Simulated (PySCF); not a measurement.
BGeH4N2, CH4Ge (calculated)

Calculation on a computer-drawn molecule: the log of a Hartree-Fock and frozen-core CCSD(T) single point meant for a local Hartree-Fock minimum, with one planted fault or none, to be diagnosed. Offsets are logged minus clean, where the clean run is the same molecule without the fault. The reference is restricted for singlets and unrestricted otherwise, and also for a bond in bohr or an excited solution. Adding or removing an electron swaps singlet and doublet. The excited solution moves the top pair (singlet) or top alpha electron (doublet) to the lowest empty orbital. Highest occupied and lowest empty are orbital energies over both spins, largest force is the largest gradient component, triples share is (T) over the correlation energy, the T1 limit is 0.02 restricted and 0.045 unrestricted, electrons count all cores, a negative frequency is imaginary (commonest isotopes), and the dipole is about the centre of nuclear charge; on germanium a core potential holds 10 electrons, which the energies leave out, and 3d is frozen in MP2 and coupled-cluster steps. Program: PySCF 2.14.0.

Common to all runs: meant multiplicity 1; meant basis cc-pVDZ; meant basis and core potential on germanium cc-pVDZ-PP ECP10MDF; logged SCF converged yes; logged spin squared 0; possible faults no fault, one electron removed, one electron added, multiplicity raised by two, geometry at a saddle point, SCF held on an excited solution, minimal basis STO-3G, one bond length entered in bohr, all coordinates scaled.

(1) 
```xyz
8
formula=BGeH4N2 meant_charge=1 logged_electrons=54 logged_basis_functions=85 logged_highest_occupied=-15.906 logged_lowest_empty=-4.9185 logged_largest_force=0.1225 logged_T1_diagnostic=0.017529 logged_D1_diagnostic=0.063022 logged_triples_share=0.029797 logged_CC_converged=yes logged_dipole_magnitude=3.049 logged_SCF_stable_within_its_kind=yes logged_energy_HF=-429.00227 logged_energy_CCSD(T)=-429.51604 planted_fault=all_coordinates_scaled,by_-7.1_% HF_energy_offset_from_clean_run=37.58 CCSD(T)_energy_offset_from_clean_run=50.77
N      1.3830     1.5321    -1.4901
B      1.4713     0.4580    -1.1487
N      1.5676    -0.7846    -0.6692
Ge     1.5051    -1.1953     0.8960
H      1.3151     2.3916    -1.8056
H      1.6804    -1.4639    -1.3048
H      1.6247    -2.5537     1.2022
H      1.3364    -0.1600     1.8185
```

Units: logged_highest_occupied, logged_lowest_empty in eV; logged_largest_force in hartree/bohr; logged_dipole_magnitude in debye; logged_energy_HF, logged_energy_CCSD(T) in hartree; HF_energy_offset_from_clean_run, CCSD(T)_energy_offset_from_clean_run in kcal/mol.

Drawn bonds:
| atom | other atom | order |
| --- | --- | --- |
| 1 | 2 | 2 |
| 2 | 3 | 1 |
| 3 | 4 | 1 |
| 1 | 5 | 1 |
| 3 | 6 | 1 |
| 4 | 7 | 1 |
| 4 | 8 | 1 |

(2) 
```xyz
6
formula=CH4Ge meant_charge=0 logged_electrons=42 logged_basis_functions=57 logged_highest_occupied=-3.666 logged_lowest_empty=-2.701 logged_largest_force=0.1871 logged_CC_converged=no logged_dipole_magnitude=4.6728 logged_SCF_stable_within_its_kind=no logged_energy_HF=-333.14955 planted_fault=SCF_held_on_an_excited_solution HF_energy_offset_from_clean_run=219.4
C      0.8394     1.4776     0.7418
Ge     1.7656     0.9032    -0.6384
H     -0.1809     1.8237     0.6350
H      1.2625     1.5019     1.7380
H      1.2016     0.8566    -2.0475
H      3.1976     0.4114    -0.5234
```

Units: logged_highest_occupied, logged_lowest_empty in eV; logged_largest_force in hartree/bohr; logged_dipole_magnitude in debye; logged_energy_HF in hartree; HF_energy_offset_from_clean_run in kcal/mol.

Drawn bonds:
| atom | other atom | order |
| --- | --- | --- |
| 1 | 2 | 2 |
| 1 | 3 | 1 |
| 1 | 4 | 1 |
| 2 | 5 | 1 |
| 2 | 6 | 1 |

Notes: CCSD not converged.
